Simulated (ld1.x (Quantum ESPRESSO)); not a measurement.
**Configuration tests for boron (B) (TM)**

ld1.x (Quantum ESPRESSO) 7.5 input, shortened:

```
&input
   title='B', zed=5., rel=1, dft='PZ', iswitch=3,
   config='[He] 2s1 2p2 3d-2'
 /
 &inputp
   pseudotype=2, tm=.true., lloc=-2, rcloc=1.60,
   nlcc=.false.
 /
3
2S  1  0   1.00   0.00  1.60  1.60  0.0
2P  2  1   2.00   0.00  1.90  1.90  0.0
3D  3  2  -2.00   0.30  1.85  1.85  0.0
 &test
   configts(1)='2s1 2p2'
 /
```

Energies are relative to the spin-unpolarised reference configuration 2s1 2p2; without spin polarisation the order of configurations can differ from experiment. Spin-polarised rows fill each open shell by Hund’s rule, majority spin first.

| valence configuration | charge | ΔE all-electron (eV) | error AE − PS (meV) |
| --- | --- | --- | --- |
| 2s2 2p0 | +1 | 2.641 | +49 |
| 2s1 2p0 | +2 | 27.945 | +169 |
| 2s2 2p1.3 | -0.3 | -6.458 | +3.0 |
| 2s2 2p0.5 | +0.5 | -2.743 | +15 |
| 2s0 2p3 | 0 | 5.715 | +6.0 |
| 2s1 2p2 (spin-polarised) | 0 | -2.683 | +267 |
| 2s2 2p1 (spin-polarised) | 0 | -5.921 | +29 |

**Question.** What are ΔE and the potential's error for 2s1 2p1?

**Answer.** ΔE = 8.597 eV all-electron; the error (AE − PS) is +10 meV.

**Question.** What are ΔE and the potential's error for 2s2 2p1?

**Answer.** ΔE = -5.686 eV all-electron; the error (AE − PS) is +5.1 meV.
